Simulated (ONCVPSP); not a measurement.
**silicon, ONCV: configuration errors across variants**

- Element: silicon (Si)
- Generator: ONCVPSP 4.0.1
- Type: optimised norm-conserving Vanderbilt (ONCV)
- Functional: PW91
- Relativity: scalar-relativistic
- Frozen core: [Ne]
- Valence charge: 4
- Reference configuration: 3s2 3p2
- Partial waves: 3s: rc 1.85 bohr, ncon 4, nbas 8, qcut 3.5 1/bohr, local; 3p: rc 2.35 bohr, ncon 3, nbas 6, qcut 2.9 1/bohr, 2 projectors, debl 2.7 Ha; d scattering state at 0.13 Ha: rc 2.05 bohr, ncon 4, nbas 8, qcut 5.3 1/bohr, 2 projectors, debl 2.9 Ha
- Local potential: the s channel
- Core correction: Teter function, fcfact 4.5, rcfact 1.05

All-electron excitation energies from the reference (eV): (1) 3s2 3p1 7.782; (2) 3s2 3p0 23.836; (3) 3s1 3p0 57.879; (4) 3s2 3p1.5 2.941.

1 further variants failed, have other tests or too few solved ones, and are left out.

Errors AE − PS in meV (a dash: test not solved or not reliable):

```tsv
change	(1)	(2)	(3)	(4)	bound ghosts	GHOST(+) flags above zero
base	+0.2	+8.5	+79	-0.1	none	none
s: qcut 2.2; p: qcut 1.8; d: qcut 3.3	+3.9	+44	+141	+0.3	none	none
s: rc 1.76	-0.1	+5.6	+76	-0.1	none	none
all radii but the core radius scaled by about 1.24 (s 2.30, p 2.92, d 2.54 bohr)	+4.1	+43	+114	+0.4	none	none
p: ncon 4, nbas 7	+0.3	+10.0	+83	-0.1	none	none
d: nbas 7	+0.2	+8.5	+79	-0.1	none	none
core correction polynomial model core, fcfact 0.2	+1.5	+15	+54	+0.2	none	none
p: qcut 3.5	+0.1	+6.8	+75	-0.1	none	none
p: rc 2.7	+0.2	+9.2	+81	-0.1	none	none
```

Problem. Give the same row for: core correction Teter function, fcfact 6.9, rcfact 1.05.

Solution. +0.4, +11, +85, 0.0; bound ghosts: none; GHOST(+) flags above zero: none.
